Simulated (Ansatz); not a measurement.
Steps of a relaxation of CH₇B₂NOSi (`B[SiH]1BN1CO`) with RKS PBE0-D4/def2-TZVP.

```sh
$ ansatz run in.yaml --threads 4 --pin off --events-out ev --progress --plain --max-ram 10444MiB
```

```yaml
crystal:
  periodic: [false, false, false]
  atoms:
    - {symbol: B, position_ang: [-2.620005, -0.305086, -0.414215]}
    - {symbol: Si, position_ang: [-0.936615, 0.372937, -1.136590]}
    - {symbol: B, position_ang: [0.210805, 1.514636, 0.056424]}
    - {symbol: N, position_ang: [0.549851, 0.200351, -0.079194]}
    - {symbol: C, position_ang: [1.543999, -0.767771, 0.356391]}
    - {symbol: O, position_ang: [2.492844, -0.220289, 1.219118]}
    - {symbol: H, position_ang: [-2.662634, -0.655237, 0.751189]}
    - {symbol: H, position_ang: [-3.654570, -0.268635, -1.052916]}
    - {symbol: H, position_ang: [-0.575983, 0.316212, -2.597052]}
    - {symbol: H, position_ang: [0.548726, 2.533612, 0.603448]}
    - {symbol: H, position_ang: [2.093067, -1.140115, -0.535723]}
    - {symbol: H, position_ang: [0.995267, -1.637655, 0.797092]}
    - {symbol: H, position_ang: [2.035750, 0.022141, 2.047029]}
basis:
  gaussian: {orbitals: def2-TZVP}
hamiltonian: {xc: pbe0, dispersion: d4}
relax: {f_tol: 0.005, max_steps: 150}
```

Positions (Å) and forces (eV/Å) along the path, 10 of 10 steps:

```xyz
13
step=1 energy=-13909.2001 eV
B    -2.620   -0.305   -0.414   -0.352   -0.123    0.167
Si   -0.937    0.373   -1.137    0.909    0.154    0.332
B     0.211    1.515    0.056   -0.011   -0.240   -0.068
N     0.550    0.200   -0.079   -0.396    0.267   -0.179
C     1.544   -0.768    0.356   -0.195   -0.344   -0.431
O     2.493   -0.220    1.219   -0.633    0.012    0.457
H    -2.663   -0.655    0.751    0.010    0.127   -0.467
H    -3.655   -0.269   -1.053    0.390   -0.008    0.263
H    -0.576    0.316   -2.597   -0.122   -0.042    0.319
H     0.549    2.534    0.603   -0.084   -0.422   -0.181
H     2.093   -1.140   -0.536   -0.244    0.241    0.493
H     0.995   -1.638    0.797    0.349    0.520   -0.136
H     2.036    0.022    2.047    0.380   -0.140   -0.569
13
step=2 energy=-13909.2594 eV
B    -2.604   -0.307   -0.414   -0.139   -0.011    0.064
Si   -0.924    0.382   -1.129    0.558    0.062    0.298
B     0.211    1.511    0.058   -0.093   -0.074   -0.103
N     0.544    0.203   -0.081   -0.259    0.014   -0.189
C     1.530   -0.764    0.348   -0.137   -0.062   -0.151
O     2.472   -0.221    1.214   -0.171    0.002    0.158
H    -2.647   -0.662    0.734    0.003    0.017   -0.130
H    -3.630   -0.261   -1.038    0.111   -0.015    0.070
H    -0.578    0.295   -2.577   -0.040   -0.005    0.073
H     0.556    2.510    0.607   -0.001   -0.132   -0.035
H     2.078   -1.129   -0.531   -0.078    0.077    0.152
H     0.990   -1.619    0.794    0.113    0.155   -0.054
H     2.022    0.027    2.031    0.133   -0.029   -0.151
13
step=3 energy=-13909.2727 eV
B    -2.595   -0.297   -0.407    0.013   -0.107   -0.048
Si   -0.908    0.387   -1.121    0.075    0.042    0.089
B     0.213    1.513    0.051   -0.092    0.112   -0.039
N     0.537    0.205   -0.086   -0.001   -0.110   -0.037
C     1.513   -0.761    0.344   -0.016    0.042   -0.002
O     2.459   -0.224    1.210    0.021   -0.007   -0.011
H    -2.634   -0.684    0.725   -0.005    0.029    0.019
H    -3.612   -0.267   -1.032   -0.023    0.041    0.006
H    -0.576    0.294   -2.566   -0.016   -0.005   -0.027
H     0.569    2.498    0.606    0.041   -0.007    0.024
H     2.061   -1.125   -0.527    0.024   -0.016   -0.023
H     0.978   -1.608    0.792   -0.016   -0.030    0.015
H     2.018    0.034    2.024   -0.004    0.018    0.034
13
step=4 energy=-13909.2735 eV
B    -2.592   -0.300   -0.408   -0.027   -0.112   -0.043
Si   -0.911    0.394   -1.124    0.105    0.042    0.070
B     0.215    1.512    0.045    0.023   -0.044   -0.010
N     0.536    0.199   -0.094   -0.131    0.077   -0.077
C     1.509   -0.762    0.346    0.021    0.015    0.035
O     2.447   -0.213    1.214    0.051   -0.024    0.004
H    -2.619   -0.701    0.719   -0.012    0.027    0.017
H    -3.616   -0.268   -1.025   -0.008    0.041    0.016
H    -0.594    0.312   -2.574   -0.009   -0.012   -0.007
H     0.602    2.479    0.612   -0.009    0.017    0.005
H     2.065   -1.131   -0.520    0.010   -0.013    0.009
H     0.973   -1.607    0.799    0.002   -0.014   -0.007
H     2.004    0.053    2.025   -0.015   -0.002   -0.012
13
step=5 energy=-13909.2676 eV rejected
B    -2.587   -0.336   -0.422   -0.068    0.309    0.118
Si   -0.903    0.386   -1.119   -0.121   -0.085   -0.105
B     0.210    1.511    0.046   -0.021    0.062    0.043
N     0.535    0.200   -0.095    0.085   -0.057    0.030
C     1.512   -0.758    0.345    0.057    0.022    0.036
O     2.452   -0.215    1.213    0.045   -0.002   -0.036
H    -2.633   -0.689    0.721    0.015   -0.115   -0.030
H    -3.620   -0.232   -1.017    0.036   -0.104   -0.045
H    -0.591    0.299   -2.569    0.019   -0.005   -0.029
H     0.589    2.478    0.616    0.001    0.022    0.007
H     2.068   -1.126   -0.520    0.022   -0.021   -0.043
H     0.979   -1.606    0.795   -0.036   -0.039    0.018
H     2.010    0.053    2.023   -0.035    0.013    0.037
13
step=6 energy=-13909.2749 eV
B    -2.592   -0.306   -0.411   -0.016   -0.036   -0.019
Si   -0.908    0.393   -1.122    0.048    0.000    0.011
B     0.213    1.513    0.048    0.015   -0.007   -0.007
N     0.538    0.202   -0.096   -0.048    0.027   -0.007
C     1.511   -0.761    0.347    0.015   -0.008    0.005
O     2.455   -0.218    1.212    0.012    0.007   -0.005
H    -2.627   -0.712    0.714   -0.003    0.010    0.006
H    -3.617   -0.249   -1.024   -0.003    0.013    0.002
H    -0.592    0.300   -2.574   -0.014    0.006    0.018
H     0.592    2.480    0.620   -0.004    0.007    0.000
H     2.063   -1.135   -0.519    0.005   -0.013    0.000
H     0.971   -1.603    0.802    0.001   -0.006   -0.002
H     2.013    0.062    2.018   -0.010   -0.002   -0.003
13
step=7 energy=-13909.2750 eV
B    -2.594   -0.310   -0.416    0.004    0.008    0.013
Si   -0.907    0.392   -1.120   -0.026    0.011   -0.013
B     0.214    1.512    0.049   -0.012    0.016    0.002
N     0.535    0.200   -0.094    0.050   -0.053   -0.002
C     1.512   -0.763    0.348   -0.004    0.030    0.013
O     2.457   -0.212    1.208   -0.005   -0.018    0.004
H    -2.628   -0.708    0.712   -0.012   -0.008   -0.001
H    -3.620   -0.250   -1.027    0.002    0.001   -0.005
H    -0.597    0.310   -2.572    0.009   -0.006    0.003
H     0.594    2.481    0.618    0.000   -0.010   -0.003
H     2.063   -1.142   -0.516   -0.010    0.015   -0.013
H     0.976   -1.605    0.808   -0.003    0.008    0.000
H     2.014    0.062    2.016    0.007    0.006    0.001
13
step=8 energy=-13909.2750 eV
B    -2.606   -0.304   -0.414   -0.031   -0.021   -0.007
Si   -0.911    0.383   -1.109    0.014    0.006   -0.035
B     0.211    1.505    0.056   -0.007    0.009   -0.001
N     0.532    0.192   -0.086    0.050   -0.008    0.021
C     1.521   -0.761    0.346    0.000   -0.010    0.016
O     2.465   -0.204    1.201    0.008   -0.004    0.016
H    -2.667   -0.707    0.711    0.001    0.003   -0.004
H    -3.617   -0.230   -1.048   -0.011    0.002    0.012
H    -0.595    0.290   -2.560   -0.010    0.007    0.007
H     0.593    2.475    0.622    0.000   -0.010   -0.006
H     2.071   -1.130   -0.523   -0.016    0.007   -0.007
H     0.998   -1.611    0.807   -0.001    0.018   -0.010
H     2.025    0.068    2.012    0.004    0.002   -0.002
13
step=9 energy=-13909.2754 eV
B    -2.603   -0.308   -0.416   -0.002   -0.001    0.002
Si   -0.909    0.386   -1.113    0.001    0.002   -0.004
B     0.213    1.508    0.053   -0.006    0.003   -0.002
N     0.536    0.195   -0.090    0.002    0.006    0.005
C     1.519   -0.761    0.348   -0.002   -0.013   -0.001
O     2.465   -0.210    1.206   -0.003    0.001   -0.002
H    -2.656   -0.713    0.709    0.001   -0.001   -0.002
H    -3.621   -0.233   -1.039    0.003    0.002    0.000
H    -0.597    0.296   -2.565    0.000    0.001    0.006
H     0.593    2.476    0.621    0.000   -0.002   -0.003
H     2.068   -1.134   -0.521    0.001   -0.002    0.004
H     0.988   -1.607    0.808    0.005    0.004   -0.001
H     2.025    0.069    2.014    0.000    0.000   -0.002
13
step=10 energy=-13909.2754 eV
B    -2.603   -0.308   -0.416   -0.001    0.001    0.001
Si   -0.909    0.386   -1.113    0.000    0.000   -0.001
B     0.212    1.508    0.053   -0.003    0.002   -0.001
N     0.536    0.196   -0.089    0.004   -0.001    0.004
C     1.519   -0.761    0.348   -0.002   -0.003   -0.001
O     2.465   -0.210    1.205   -0.001    0.001    0.000
H    -2.655   -0.714    0.709    0.000   -0.001   -0.002
H    -3.621   -0.233   -1.039    0.002    0.000    0.000
H    -0.596    0.297   -2.565   -0.001    0.001    0.002
H     0.593    2.477    0.621    0.000   -0.001   -0.001
H     2.067   -1.135   -0.520    0.000    0.000    0.001
H     0.988   -1.606    0.808    0.001    0.002    0.000
H     2.025    0.069    2.013    0.000    0.000   -0.001
```

Hardware: 4 threads of an INTEL XEON PLATINUM 8581C on a shared host. Wall time 27 s, peak host memory 0.7 GiB.
